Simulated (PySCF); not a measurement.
Species: C3H7FSi.
Numbering: `[CH2:1]=[CH:2][C@H:3]([F:4])[SiH3:5]` (hydrogens: H6, H7 on C1; H8 on C2; H9 on C3; H10, H11, H12 on Si5)

Method: PBE0-D3(BJ)/def2-SVP geometry optimisation, gas phase (PySCF 2.14.0); density fitting, grid level 1; the optimiser is geomeTRIC in internal coordinates, started from a GFN2-xTB structure with every atom displaced at random (about 0.01 Å).

Step 0: E = -13801.6784 eV
```
atom  x, y, z in Å  |  force x, y, z in eV/Å
C1     -1.7054    0.5728    0.7506   -1.385   2.408   0.806
C2     -1.0527   -0.4090    0.2162    1.277  -1.109  -1.273
C3     -0.0126   -0.2539   -0.8251    1.123  -0.594   0.428
F4      0.1136   -1.4047   -1.5942   -0.206  -0.153  -0.031
Si5     1.7465    0.0149   -0.0356   -1.240   0.047  -0.046
H6     -2.4589    0.4489    1.5198   -0.107  -0.215   0.321
H7     -1.5663    1.6134    0.4226    0.053  -0.133  -0.029
H8     -1.1905   -1.4162    0.5437   -0.185  -1.020   0.352
H9     -0.2411    0.5608   -1.4956   -0.184   0.713  -0.467
H10     2.0160   -1.1076    0.8743    0.129  -0.320   0.233
H11     1.6662    1.2769    0.7238    0.154   0.326   0.184
H12     2.7250    0.0753   -1.1095    0.570   0.051  -0.479
```

Q: Estimate the geometry and energy of step 1. (The exact step hangs on the optimiser's Hessian estimate; all steps are aligned on step 0, rigid shifts and turns removed.)

A: E = -13801.8123 eV, largest force 0.330 eV/Å
```
atom  x, y, z in Å  |  force x, y, z in eV/Å
C1     -1.7507    0.5945    0.7445    0.192  -0.221  -0.152
C2     -1.0471   -0.4096    0.2098   -0.128   0.065   0.143
C3      0.0084   -0.2630   -0.8323   -0.151   0.236  -0.148
F4      0.0601   -1.4046   -1.6161    0.058  -0.085  -0.039
Si5     1.7295    0.0076   -0.0402    0.140  -0.004  -0.021
H6     -2.4623    0.4190    1.5502   -0.071  -0.007   0.077
H7     -1.6261    1.6239    0.4000   -0.016   0.084  -0.018
H8     -1.1818   -1.4387    0.5732    0.024   0.096  -0.016
H9     -0.2234    0.5970   -1.4982    0.063  -0.124   0.151
H10     2.0230   -1.1210    0.8902   -0.010  -0.003   0.009
H11     1.7264    1.2994    0.7094   -0.048  -0.005   0.007
H12     2.7838    0.0670   -1.0996   -0.052  -0.032   0.005
```

The energy changes by -0.1339 eV. The first-order estimate −F·Δx gives -0.3038 eV and the mean of the old and new forces, exact on a quadratic surface, -0.1369 eV. The step makes an angle of 64° with the force vector and moves no atom by more than 0.066 Å.

What follows is the cost of the whole optimisation. The run took 41 s of wall time on Arm Neoverse V1, one thread, on a shared host, and the process peaked at 0.44 GiB of memory.
